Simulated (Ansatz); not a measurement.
Reaction (formal exchange of groups at a C–I bond): `FCCI` + CH₃NH₂ → `NCCCF` + HI

Isolated molecules relaxed with PBE0-D4/def2-TZVP in Ansatz; ΔE leaves out vibrations. CBS: MP2 limit from def2 TZ/QZ plus the TZ coupled-cluster correction, frozen cores. Functionals use def2-TZVPP. def2 core potentials past Kr. For I outer-core shells are correlated without core-valence functions, which leaves a few kJ/mol of doubt a bond. Each species was taken in one conformer, which may not be the lowest.

| level | ΔE (kJ/mol) |
| --- | --- |
| BHLYP-D4 | -9.7 |
| ωB97M-V | -11.9 |
| B2PLYP | -6.1 |
| PBE-QIDH | -10.4 |
| PBE | -5.3 |
| revPBE | -1.2 |
| PBE0 | -9.9 |
| LC-ωPBE | -16.0 |

Q: What does CCSD(T)/CBS give? (Best estimate.)

A: Ansatz gave: -4.4 kJ/mol. The listed levels differ from it by -5.3, -7.5, -1.7, -6.0, -0.9, 3.2, -5.5, -11.6 kJ/mol.

Largest T1 diagnostic among the species: 0.009.

At CCSD(T), def2-SVP lies −24.7 kJ/mol from the extrapolated value and def2-TZVPP −5.8 kJ/mol. Leaving LDA and LC-ωPBE aside and taking each functional with its dispersion term where it has one, the values, not all of them listed here, spread over 12.1 kJ/mol, from CAM-B3LYP-D4 to BLYP-D4. LDA lies −14.2 kJ/mol from PBE without D4.
